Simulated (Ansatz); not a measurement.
`N#C[Si](F)(F)Cl` + H₂ → `N#C[SiH](F)Cl` + H–F at 298.15 K and 1 bar (hydrogenolysis of the Si–F bond).

Computed with Ansatz on PBE0-D4/def2-TZVP structures; ΔE is electronic, products minus reactants. CBS: MP2 limit from def2 TZ/QZ plus the TZ coupled-cluster correction, frozen cores. This one scheme is used for every species.

```json
{"species": "`N#C[Si](F)(F)Cl`", "CCSD(T)/CBS energy (Eh)": "-1041.37860", "H − E (kJ/mol)": "64.0", "S (J/(mol·K))": "344.4"}
{"species": "H₂", "CCSD(T)/CBS energy (Eh)": "-1.17544", "H − E (kJ/mol)": "35.1", "S (J/(mol·K))": "130.4"}
{"species": "`N#C[SiH](F)Cl`", "CCSD(T)/CBS energy (Eh)": "-942.11148", "H − E (kJ/mol)": "76.1", "S (J/(mol·K))": "326.9"}
{"species": "H–F", "CCSD(T)/CBS energy (Eh)": "-100.39570", "H − E (kJ/mol)": "33.5", "S (J/(mol·K))": "173.6"}
```

H − E and S are ideal-gas, rigid-rotor, harmonic terms from PBE0-D4/def2-TZVP, for one conformer and one mirror image of each species. The MP2-based limit puts H₂ 0.8 mEh under its directly extrapolated value; such offsets cancel only in part. 1 Eh = 2625.50 kJ/mol, R = 8.31446 J/(mol·K).

Problem. By hand: ΔE, ΔH, ΔS and ΔG.

Solution. ΔE = (-942.11148) + (-100.39570) − (-1041.37860) − (-1.17544) = 0.04686 Eh = 123.0 kJ/mol. Δ(H − E) = 76.1 + 33.5 − 64.0 − 35.1 = 10.5, so ΔH = 133.5 kJ/mol. ΔS = 326.9 + 173.6 − 344.4 − 130.4 = 25.7 J/(mol·K). ΔG = 133.5 − 298.15 × (25.7)/1000 = 125.8 kJ/mol.

Problem. By hand: the equilibrium constant, and the temperature at which ΔG would vanish if ΔH and ΔS stayed fixed.

Solution. log₁₀ K = −ΔG/(RT ln 10) = -22.0. ΔG = 0 at ΔH/ΔS = 5195 K, far beyond where these terms or the molecules hold.

ΔH outweighs TΔS. A doubt of 5 kJ/mol in ΔE shifts log₁₀ K by 0.9 here. Other conformers and mirror images would add mixing entropy, several J/(mol·K) or more a flexible species. These are equilibria of isolated gas molecules and say nothing of rates. Largest T1 diagnostic: 0.012 (customary marks: 0.02 for closed shells, 0.045 for open ones).
